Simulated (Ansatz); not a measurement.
A short molecular-dynamics run on C2H7NSi (`C=CN[SiH3]`).

```yaml
crystal:
  periodic: [false, false, false]
  atoms:
    - {symbol: C, position_ang: [-0.320604, 2.127372, -0.175533]}
    - {symbol: C, position_ang: [-0.424283, 0.838368, 0.144269]}
    - {symbol: N, position_ang: [0.306884, -0.205437, -0.389620]}
    - {symbol: Si, position_ang: [0.315015, -1.830775, 0.197851]}
    - {symbol: H, position_ang: [0.396198, 2.482023, -0.908389]}
    - {symbol: H, position_ang: [-0.965109, 2.856943, 0.293181]}
    - {symbol: H, position_ang: [-1.155777, 0.526831, 0.886658]}
    - {symbol: H, position_ang: [0.980660, 0.069536, -1.088161]}
    - {symbol: H, position_ang: [0.893949, -2.673253, -0.877805]}
    - {symbol: H, position_ang: [1.121304, -2.018161, 1.436571]}
    - {symbol: H, position_ang: [-1.083036, -2.230548, 0.501578]}
basis:
  gaussian: {orbitals: "6-31G*"}
hamiltonian: {xc: {name: revPBE}, dispersion: d3bjatm}
md: {timestep: 0.5 fs, n_steps: 50, ensemble: nve, temperature: 700, initial_velocities: maxwell_boltzmann, seed: 755}
```

```sh
$ ansatz run in.yaml --threads 2 --pin off --events-out ev --progress --plain --max-ram 22528MiB --backend cpu
```

```csv
step,time (fs),potential energy (eV),kinetic (eV),T (K),conserved (eV)
0,0.0,-11552.4743,0.8143,700,-11551.6600
1,0.5,-11552.4577,0.7981,686,-11551.6597
2,1.0,-11552.4201,0.7609,654,-11551.6592
3,1.5,-11552.3690,0.7103,611,-11551.6587
4,2.0,-11552.3119,0.6535,562,-11551.6584
5,2.5,-11552.2537,0.5955,512,-11551.6582
6,3.0,-11552.1968,0.5387,463,-11551.6581
7,3.5,-11552.1425,0.4845,416,-11551.6581
8,4.0,-11552.0920,0.4341,373,-11551.6579
9,4.5,-11552.0478,0.3901,335,-11551.6577
10,5.0,-11552.0133,0.3559,306,-11551.6575
11,5.5,-11551.9920,0.3347,288,-11551.6573
12,6.0,-11551.9861,0.3288,283,-11551.6573
13,6.5,-11551.9959,0.3385,291,-11551.6574
14,7.0,-11552.0191,0.3613,311,-11551.6577
15,7.5,-11552.0507,0.3925,337,-11551.6582
16,8.0,-11552.0839,0.4252,365,-11551.6587
17,8.5,-11552.1107,0.4515,388,-11551.6592
18,9.0,-11552.1239,0.4644,399,-11551.6595
19,9.5,-11552.1190,0.4594,395,-11551.6596
20,10.0,-11552.0957,0.4364,375,-11551.6593
21,10.5,-11552.0593,0.4006,344,-11551.6587
22,11.0,-11552.0195,0.3615,311,-11551.6580
23,11.5,-11551.9877,0.3304,284,-11551.6574
24,12.0,-11551.9735,0.3164,272,-11551.6571
25,12.5,-11551.9813,0.3241,279,-11551.6572
26,13.0,-11552.0094,0.3518,302,-11551.6576
27,13.5,-11552.0512,0.3931,338,-11551.6582
28,14.0,-11552.0980,0.4394,378,-11551.6587
29,14.5,-11552.1414,0.4824,415,-11551.6590
30,15.0,-11552.1754,0.5162,444,-11551.6592
31,15.5,-11552.1971,0.5380,462,-11551.6592
32,16.0,-11552.2066,0.5475,471,-11551.6590
33,16.5,-11552.2054,0.5466,470,-11551.6588
34,17.0,-11552.1960,0.5373,462,-11551.6587
35,17.5,-11552.1807,0.5221,449,-11551.6586
36,18.0,-11552.1609,0.5024,432,-11551.6585
37,18.5,-11552.1380,0.4796,412,-11551.6584
38,19.0,-11552.1131,0.4548,391,-11551.6583
39,19.5,-11552.0880,0.4299,370,-11551.6581
40,20.0,-11552.0659,0.4080,351,-11551.6579
41,20.5,-11552.0502,0.3925,337,-11551.6577
42,21.0,-11552.0439,0.3863,332,-11551.6576
43,21.5,-11552.0481,0.3904,336,-11551.6577
44,22.0,-11552.0612,0.4032,347,-11551.6580
45,22.5,-11552.0798,0.4216,362,-11551.6582
46,23.0,-11552.0997,0.4412,379,-11551.6585
47,23.5,-11552.1166,0.4579,394,-11551.6587
48,24.0,-11552.1270,0.4680,402,-11551.6589
49,24.5,-11552.1279,0.4688,403,-11551.6591
50,25.0,-11552.1175,0.4585,394,-11551.6591
```

Velocities are drawn at the set temperature; a run this short doesn't reach equilibrium.

Frames (Å, forces in eV/Å):

```xyz
11
time=0.0 fs
C    -0.321    2.127   -0.176    0.066    0.739   -0.180
C    -0.424    0.838    0.144   -0.290   -0.307    0.357
N     0.307   -0.205   -0.390    0.007   -0.130   -0.212
Si    0.315   -1.831    0.198    0.043   -0.398    0.167
H     0.396    2.482   -0.908    0.247    0.165   -0.258
H    -0.965    2.857    0.293   -0.222    0.298    0.145
H    -1.156    0.527    0.887   -0.235   -0.148    0.240
H     0.981    0.070   -1.088    0.373    0.150   -0.381
H     0.894   -2.673   -0.878    0.110   -0.170   -0.193
H     1.121   -2.018    1.437    0.147   -0.105    0.250
H    -1.083   -2.231    0.502   -0.246   -0.094    0.065
11
time=1.5 fs
C    -0.322    2.123   -0.178    0.532    1.837   -0.699
C    -0.420    0.852    0.142   -0.286   -1.141    0.605
N     0.290   -0.201   -0.389   -0.172   -0.713    0.184
Si    0.322   -1.836    0.195    0.157   -0.939    0.077
H     0.419    2.505   -0.885   -0.004    0.030   -0.177
H    -0.976    2.838    0.288   -0.298    0.482    0.266
H    -1.113    0.572    0.913   -0.642   -0.378    0.476
H     0.977    0.078   -1.048    0.957    0.337   -0.989
H     0.902   -2.748   -0.923   -0.211    0.581    0.670
H     1.074   -2.004    1.513    0.002   -0.072   -0.372
H    -1.088   -2.246    0.500   -0.036   -0.023   -0.043
11
time=3.0 fs
C    -0.322    2.122   -0.181    0.708    2.933   -0.943
C    -0.416    0.863    0.140   -0.611   -1.852    1.165
N     0.274   -0.198   -0.388    0.568   -0.867   -0.336
Si    0.328   -1.842    0.193    0.020   -1.206    0.238
H     0.442    2.528   -0.865   -0.285   -0.122   -0.079
H    -0.992    2.828    0.288   -0.104    0.388    0.189
H    -1.084    0.609    0.949   -0.615   -0.426    0.266
H     0.992    0.093   -1.027    0.546    0.129   -0.625
H     0.905   -2.811   -0.955   -0.343    1.039    1.139
H     1.027   -1.992    1.581   -0.054   -0.060   -0.869
H    -1.094   -2.262    0.498    0.170    0.043   -0.144
11
time=4.5 fs
C    -0.321    2.126   -0.186    0.521    3.464   -0.777
C    -0.413    0.871    0.140   -1.050   -2.073    1.802
N     0.258   -0.197   -0.387    1.703   -0.776   -1.159
Si    0.335   -1.849    0.191   -0.261   -1.207    0.467
H     0.459    2.549   -0.847   -0.415   -0.191   -0.101
H    -1.010    2.827    0.292    0.228    0.162    0.002
H    -1.068    0.637    0.991   -0.315   -0.368   -0.265
H     1.019    0.111   -1.019   -0.369   -0.261    0.113
H     0.902   -2.851   -0.963   -0.331    1.232    1.283
H     0.979   -1.981    1.632   -0.008   -0.069   -1.150
H    -1.097   -2.277    0.492    0.296    0.086   -0.215
11
time=6.0 fs
C    -0.318    2.136   -0.193    0.130    3.045   -0.293
C    -0.412    0.876    0.144   -1.272   -1.617    2.074
N     0.245   -0.196   -0.389    2.367   -0.744   -1.533
Si    0.341   -1.856    0.189   -0.600   -0.970    0.677
H     0.468    2.566   -0.831   -0.329   -0.140   -0.265
H    -1.024    2.829    0.296    0.473    0.026   -0.142
H    -1.058    0.657    1.026   -0.065   -0.319   -0.716
H     1.037    0.123   -1.010   -0.922   -0.482    0.483
H     0.891   -2.866   -0.943   -0.206    1.196    1.168
H     0.931   -1.971    1.657    0.115   -0.090   -1.203
H    -1.093   -2.291    0.482    0.309    0.096   -0.249
11
time=7.5 fs
C    -0.316    2.152   -0.200   -0.242    1.805    0.296
C    -0.413    0.877    0.151   -1.130   -0.673    1.764
N     0.235   -0.197   -0.392    2.276   -0.841   -1.292
Si    0.347   -1.865    0.188   -0.998   -0.449    0.896
H     0.469    2.580   -0.821   -0.104   -0.019   -0.494
H    -1.028    2.832    0.297    0.503    0.085   -0.153
H    -1.050    0.670    1.047   -0.031   -0.321   -0.834
H     1.038    0.125   -0.990   -0.819   -0.422    0.322
H     0.877   -2.855   -0.899    0.050    0.884    0.759
H     0.886   -1.964    1.658    0.293   -0.120   -1.022
H    -1.083   -2.302    0.467    0.202    0.071   -0.244
11
time=9.0 fs
C    -0.314    2.170   -0.206   -0.376    0.249    0.744
C    -0.416    0.878    0.162   -0.635    0.369    0.913
N     0.229   -0.199   -0.398    1.448   -1.029   -0.519
Si    0.352   -1.873    0.188   -1.505    0.428    1.180
H     0.468    2.593   -0.822    0.063    0.056   -0.634
H    -1.021    2.838    0.295    0.325    0.310   -0.030
H    -1.043    0.676    1.051   -0.230   -0.365   -0.568
H     1.021    0.119   -0.965   -0.082   -0.097   -0.280
H     0.863   -2.826   -0.839    0.480    0.216   -0.016
H     0.847   -1.959    1.636    0.515   -0.152   -0.584
H    -1.069   -2.312    0.446   -0.002    0.013   -0.207
11
time=10.5 fs
C    -0.313    2.190   -0.212   -0.213   -1.074    0.920
C    -0.421    0.879    0.174    0.069    1.190   -0.228
N     0.225   -0.202   -0.404    0.364   -1.130    0.386
Si    0.356   -1.882    0.188   -2.101    1.530    1.449
H     0.469    2.608   -0.836    0.001   -0.014   -0.554
H    -1.008    2.850    0.293    0.077    0.556    0.135
H    -1.042    0.674    1.042   -0.554   -0.414   -0.071
H     1.003    0.110   -0.946    0.810    0.296   -0.936
H     0.860   -2.792   -0.780    1.032   -0.694   -1.023
H     0.819   -1.957    1.603    0.752   -0.182    0.075
H    -1.055   -2.322    0.421   -0.236   -0.063   -0.154
11
time=12.0 fs
C    -0.312    2.207   -0.215    0.013   -1.831    0.942
C    -0.425    0.882    0.186    0.652    1.614   -1.162
N     0.222   -0.208   -0.410    0.055   -0.790    0.683
Si    0.359   -1.889    0.190   -2.508    2.249    1.316
H     0.469    2.622   -0.861   -0.243   -0.200   -0.282
H    -0.993    2.874    0.293   -0.028    0.611    0.188
H    -1.052    0.664    1.032   -0.733   -0.389    0.266
H     1.001    0.108   -0.946    0.852    0.338   -0.947
H     0.879   -2.773   -0.742    1.400   -1.270   -1.652
H     0.807   -1.959    1.571    0.939   -0.201    0.753
H    -1.045   -2.333    0.393   -0.397   -0.131   -0.104
11
time=13.5 fs
C    -0.311    2.221   -0.217    0.030   -1.997    1.007
C    -0.428    0.888    0.195    0.794    1.578   -1.483
N     0.219   -0.214   -0.415    0.640   -0.024    0.302
Si    0.359   -1.895    0.192   -2.322    1.988    0.569
H     0.463    2.632   -0.893   -0.463   -0.384    0.016
H    -0.977    2.910    0.297    0.098    0.371    0.059
H    -1.077    0.645    1.027   -0.518   -0.210    0.119
H     1.016    0.112   -0.965   -0.026   -0.018   -0.291
H     0.928   -2.780   -0.738    1.200   -0.940   -1.315
H     0.815   -1.966    1.555    0.967   -0.199    1.081
H    -1.045   -2.346    0.362   -0.399   -0.165   -0.064
11
time=15.0 fs
C    -0.310    2.232   -0.217   -0.158   -1.809    1.143
C    -0.430    0.896    0.203    0.549    1.160   -1.330
N     0.217   -0.221   -0.420    1.164    0.719   -0.082
Si    0.358   -1.899    0.195   -1.592    1.093   -0.204
H     0.449    2.633   -0.924   -0.504   -0.476    0.192
H    -0.960    2.954    0.302    0.308   -0.040   -0.147
H    -1.113    0.622    1.024   -0.011    0.093   -0.330
H     1.031    0.116   -0.990   -0.824   -0.367    0.336
H     1.001   -2.806   -0.762    0.538   -0.054   -0.379
H     0.844   -1.977    1.561    0.762   -0.167    0.827
H    -1.052   -2.364    0.330   -0.232   -0.152   -0.025
11
time=16.5 fs
C    -0.310    2.239   -0.215   -0.371   -1.553    1.248
C    -0.431    0.907    0.207    0.227    0.547   -1.119
N     0.216   -0.226   -0.424    1.099    1.155   -0.066
Si    0.355   -1.902    0.198   -0.738    0.285   -0.497
H     0.423    2.625   -0.952   -0.339   -0.452    0.184
H    -0.936    2.997    0.304    0.401   -0.392   -0.267
H    -1.149    0.601    1.014    0.456    0.382   -0.656
H     1.028    0.112   -1.009   -0.982   -0.463    0.524
H     1.086   -2.834   -0.794   -0.158    0.702    0.437
H     0.888   -1.991    1.584    0.377   -0.109    0.190
H    -1.064   -2.384    0.298    0.029   -0.104    0.022
11
time=18.0 fs
C    -0.310    2.244   -0.211   -0.444   -1.382    1.205
C    -0.431    0.919    0.210    0.062   -0.094   -1.084
N     0.218   -0.230   -0.429    0.396    1.219    0.426
Si    0.352   -1.905    0.200   -0.032   -0.159   -0.451
H     0.391    2.607   -0.976   -0.050   -0.345    0.032
H    -0.904    3.032    0.301    0.288   -0.526   -0.216
H    -1.176    0.588    0.990    0.655    0.538   -0.634
H     1.006    0.099   -1.017   -0.448   -0.264    0.198
H     1.168   -2.847   -0.817   -0.659    1.099    0.885
H     0.941   -2.007    1.611   -0.045   -0.040   -0.444
H    -1.076   -2.407    0.266    0.276   -0.047    0.082
11
time=19.5 fs
C    -0.311    2.246   -0.204   -0.268   -1.286    0.896
C    -0.431    0.931    0.211    0.158   -0.661   -1.263
N     0.220   -0.231   -0.432   -0.684    1.008    1.239
Si    0.349   -1.908    0.202    0.481   -0.273   -0.342
H     0.357    2.581   -0.999    0.212   -0.225   -0.117
H    -0.866    3.057    0.293    0.005   -0.401   -0.008
H    -1.189    0.586    0.954    0.507    0.500   -0.247
H     0.975    0.080   -1.022    0.499    0.120   -0.482
H     1.236   -2.836   -0.821   -0.946    1.203    1.025
H     0.993   -2.025    1.629   -0.397    0.024   -0.846
H    -1.081   -2.431    0.235    0.433   -0.008    0.145
11
time=21.0 fs
C    -0.312    2.245   -0.196    0.146   -1.128    0.277
C    -0.431    0.941    0.209    0.485   -1.131   -1.557
N     0.220   -0.232   -0.434   -1.292    0.887    1.708
Si    0.346   -1.911    0.204    0.828   -0.144   -0.276
H     0.328    2.551   -1.024    0.314   -0.145   -0.098
H    -0.828    3.073    0.286   -0.320   -0.127    0.250
H    -1.192    0.595    0.912    0.073    0.279    0.379
H     0.954    0.064   -1.037    0.985    0.325   -0.851
H     1.284   -2.801   -0.804   -1.053    1.108    0.946
H     1.037   -2.042    1.630   -0.635    0.076   -0.979
H    -1.078   -2.455    0.208    0.468    0.000    0.202
11
time=22.5 fs
C    -0.313    2.243   -0.188    0.599   -0.717   -0.481
C    -0.430    0.950    0.204    0.760   -1.598   -1.679
N     0.219   -0.230   -0.434   -0.843    1.091    1.274
Si    0.344   -1.915    0.206    0.976    0.208   -0.225
H     0.305    2.517   -1.052    0.261   -0.083    0.115
H    -0.796    3.086    0.283   -0.509    0.045    0.393
H    -1.193    0.609    0.878   -0.341    0.017    0.921
H     0.952    0.054   -1.069    0.417    0.126   -0.349
H     1.309   -2.741   -0.767   -0.953    0.831    0.650
H     1.067   -2.057    1.609   -0.749    0.111   -0.861
H    -1.065   -2.479    0.185    0.381   -0.032    0.242
11
time=24.0 fs
C    -0.313    2.240   -0.180    0.862   -0.015   -1.080
C    -0.428    0.955    0.197    0.568   -2.168   -1.300
N     0.217   -0.228   -0.431   -0.061    1.298    0.489
Si    0.343   -1.918    0.207    0.775    0.817   -0.119
H     0.287    2.482   -1.076    0.168    0.019    0.370
H    -0.775    3.099    0.289   -0.474   -0.077    0.322
H    -1.201    0.625    0.864   -0.303   -0.081    0.997
H     0.959    0.046   -1.107   -0.469   -0.161    0.479
H     1.315   -2.664   -0.716   -0.545    0.338    0.071
H     1.081   -2.070    1.571   -0.718    0.126   -0.484
H    -1.044   -2.503    0.168    0.197   -0.098    0.257
11
time=25.0 fs
C    -0.312    2.237   -0.176    0.898    0.477   -1.299
C    -0.426    0.957    0.191    0.158   -2.533   -0.781
N     0.215   -0.225   -0.429    0.242    1.274    0.145
Si    0.342   -1.920    0.208    0.372    1.353   -0.011
H     0.278    2.459   -1.089    0.140    0.126    0.473
H    -0.767    3.108    0.296   -0.365   -0.280    0.187
H    -1.210    0.634    0.866    0.004   -0.042    0.771
H     0.959    0.040   -1.128   -0.822   -0.244    0.837
H     1.311   -2.608   -0.681   -0.067   -0.100   -0.483
H     1.082   -2.077    1.539   -0.606    0.121   -0.090
H    -1.027   -2.521    0.159    0.047   -0.153    0.250
```

It took 47 s on 2 threads of an AMD EPYC 7R13 on a shared host, with 0.17 GiB of host memory at the peak.
